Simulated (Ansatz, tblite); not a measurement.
Cost and result up the ladder for `C[Si](C)(Cl)CCCCc1ccc(/N=N/c2ccccc2)cc1` (45 atoms). The state is a singlet with charge 0. Geometry: PBE-D4/def2-SVP.

```xyz
45

C    -2.5313    2.1083    4.7876
Si   -1.5475    0.7168    3.9912
C    -1.8036   -0.9189    4.8851
Cl   -2.2729    0.4727    2.0193
C     0.2807    1.1693    3.8312
C     1.1676    0.0709    3.2216
C     2.5907    0.5260    2.8655
C     2.6760    1.5542    1.7137
C     2.1497    1.0175    0.4042
C     0.7983    1.2055    0.0281
C     0.2864    0.6497   -1.1440
C     1.1291   -0.1113   -1.9873
N     0.7192   -0.7178   -3.1934
N    -0.4927   -0.5220   -3.5087
C    -0.9022   -1.1353   -4.7146
C    -2.2493   -0.9279   -5.0819
C    -2.7529   -1.4938   -6.2602
C    -1.9142   -2.2695   -7.0784
C    -0.5688   -2.4798   -6.7133
C    -0.0596   -1.9184   -5.5400
C     2.4804   -0.3008   -1.6268
C     2.9798    0.2554   -0.4454
H    -2.4028    3.0571    4.2289
H    -2.1933    2.2730    5.8323
H    -3.6129    1.8662    4.8094
H    -1.4165   -0.8576    5.9241
H    -1.2738   -1.7427    4.3659
H    -2.8801   -1.1801    4.9313
H     0.3164    2.0976    3.2187
H     0.6575    1.4631    4.8378
H     0.6796   -0.3405    2.3108
H     1.2348   -0.7792    3.9341
H     3.1933   -0.3649    2.5839
H     3.0793    0.9603    3.7659
H     3.7369    1.8571    1.5919
H     2.1193    2.4746    1.9901
H     0.1299    1.7888    0.6802
H    -0.7651    0.7815   -1.4348
H    -2.8748   -0.3139   -4.4160
H    -3.8040   -1.3291   -6.5438
H    -2.3068   -2.7165   -8.0047
H     0.0840   -3.0897   -7.3584
H     0.9845   -2.0629   -5.2270
H     3.1152   -0.8940   -2.3019
H     4.0361    0.1012   -0.1720
```

Ansatz on 2 threads of AMD EPYC 7R13 on a shared host and a share (18 GiB) of an NVIDIA H100 80GB HBM3; xTB runs through tblite on one thread. Times are rough, summed over both states, and most runs start from the orbitals of an earlier one. PBE0-D4/def2-TZVP serves as the yardstick here, not as an exact answer. The other state is a triplet.

The xTB rows come from tblite. Single mean-field runs in def2-TZVP are fitted with def2-universal-jkfit.

xTB has no spin-polarisation term.

```tsv
level	functions	vertical triplet (eV)	difference from PBE0-D4/def2-TZVP (eV)
GFN2-xTB	121	1.22	-0.62
PBE-D4/def2-TZVP	832	1.76	-0.08
PBE0-D4/def2-TZVP	832	1.84	0.00
GFN1-xTB	144	1.74	-0.09
```

(1) Estimate how long each takes.

Results:

(1) GFN2-xTB 0.17 s; GFN1-xTB 0.19 s; PBE0-D4/def2-TZVP 14 s; PBE-D4/def2-TZVP 16 s. On shared hardware such times vary by a factor of up to 3.
